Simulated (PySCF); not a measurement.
**Computed structure and properties of LaF3(NH3)**

System: LaF3(NH3) (singlet); start: template (C3v). Method: PySCF 2.14.0, RKS PBE0, La def2-SVP with ECP46, F def2-SVP, N def2-SVP, H def2-SVP; non-relativistic Hamiltonian with scalar-relativistic core potentials where named; density fitting; no spin-orbit coupling.

Input of the relaxation:

```python
mol = gto.M(atom='''
La     0.01169    -0.01169     0.01169
F      1.27289     1.24951     1.27289
F     -1.24951    -1.27289     1.27289
F      1.27289    -1.27289    -1.24951
N     -1.50101     1.50101    -1.50101
H     -2.11411     2.11411    -0.96391
H     -0.96391     2.11411    -2.11411
H     -2.11411     0.96391    -2.11411''',
    basis={'La': 'def2-SVP', 'F': 'def2-SVP', 'N': 'def2-SVP', 'H': 'def2-SVP'},
    ecp={'La': 'def2-SVP'},
    charge=0, spin=0)
mf = dft.RKS(mol, xc='PBE0')
mf.grids.atom_grid = (50, 194)  # f atoms: unpruned, at least (60, 302)
mf = mf.density_fit()  # fitting sets: La def2-universal-JKFIT, F def2-universal-JKFIT, N def2-universal-JKFIT, H def2-universal-JKFIT
mf.conv_tol = 1e-08; mf.max_cycle = 55
mf.kernel(dm0)  # dm0: converged density of the start geometry
# quasi-Newton relaxation in Cartesian coordinates to a largest gradient under 0.00045 Eh/bohr, steps kept in the point group
```

Run from Python with OMP_NUM_THREADS=2; the lines above give its settings. Where DIIS fails, smearing, a level shift and second-order steps follow.
It took 42 s on 2 threads of Intel(R) Xeon(R) Platinum 8375C CPU @ 2.90GHz (Ice Lake), with other jobs on the host, from the converged density of the start.

Course of the relaxation:

| step | energy above end (eV) | largest force component within the symmetry (eV/Å) |
| --- | --- | --- |
| 0 | 0.1586 | 1.028 |
| 1 | 0.0954 | 0.644 |
| 2 | 0.0377 | 0.213 |
| 3 | 0.0079 | 0.128 |
| 4 | 0.0025 | 0.068 |
| 5 | 0.0019 | 0.047 |
| 6 | 0.0007 | 0.034 |
| 7 | 0.0004 | 0.040 |
| 8 | 0.0000 | 0.020 |
| 9 | 0.0000 | 0.004 |

Relaxed geometry (C3v):

```xyz
8

La    0.1175   -0.1175    0.1175
F     1.2052    1.4012    1.2052
F    -1.4012   -1.2052    1.2052
F     1.2052   -1.2052   -1.4012
N    -1.4556    1.4556   -1.4556
H    -2.0697    2.0697   -0.9169
H    -0.9169    2.0697   -2.0697
H    -2.0697    0.9169   -2.0697
```

```json
{"contact": "La1–F2 (F)", "Å": "2.162"}
{"contact": "La1–F3 (F)", "Å": "2.162"}
{"contact": "La1–F4 (F)", "Å": "2.162"}
{"contact": "La1–N5 (NH3)", "Å": "2.725"}
```

On the finer grid (75, 302):

- HOMO: -8.93 eV
- LUMO: -1.04 eV
- Dipole about the centre of mass: 6.80 D
- Set of Mulliken populations of La1 outside the core potential: s 2.13, p 6.21, d 1.25, f 0.21
- D3(BJ) dispersion energy (not in the energies): -0.109 eV

```
atom  Mulliken (e)  Löwdin (e)  spin (e)
 La1          1.21        0.67      0.00
  F2         -0.46       -0.31      0.00
  F3         -0.46       -0.31      0.00
  F4         -0.46       -0.31      0.00
  N5         -0.32       -0.04      0.00
  H6          0.16        0.10      0.00
  H7          0.16        0.10      0.00
  H8          0.16        0.10      0.00
```

On the grid (50, 194), as all that follows. Harmonic modes: a minimum within the noise of the softest modes; lowest 46 cm⁻¹ (negative: unstable), highest 3610 cm⁻¹, zero-point energy 1.149 eV.

Taking off one F (charge -1, singlet; the rest: singlet) in vacuum, both parts rigid, costs 10.48 eV; the small basis without counterpoise inflates it. Most of it is the attraction of opposite charges; other ways to part are cheaper, and one spin state was tried for the rest.

Rigid scan of F along the line from its metal:

(distance to F2 (Å), energy (eV)): (1.86, 1.271), (1.96, 0.483), (2.06, 0.103), (2.16, 0.000), (2.26, 0.079), (2.36, 0.274), (2.56, 0.846), (2.86, 1.842), (3.26, 3.080), (3.76, 4.284)

Taking off one NH3 (charge 0, singlet; the rest: singlet) in vacuum, both parts rigid, costs 1.28 eV; the small basis without counterpoise inflates it.

Rigid scan of NH3 along the line from its metal:

(distance to N5 (Å), energy (eV)): (2.42, 0.266), (2.52, 0.102), (2.62, 0.022), (2.72, 0.000), (2.82, 0.016), (2.92, 0.058), (3.12, 0.180), (3.42, 0.387), (3.82, 0.625), (4.32, 0.836)

One start shape was tried, so this needn't be the lowest isomer.
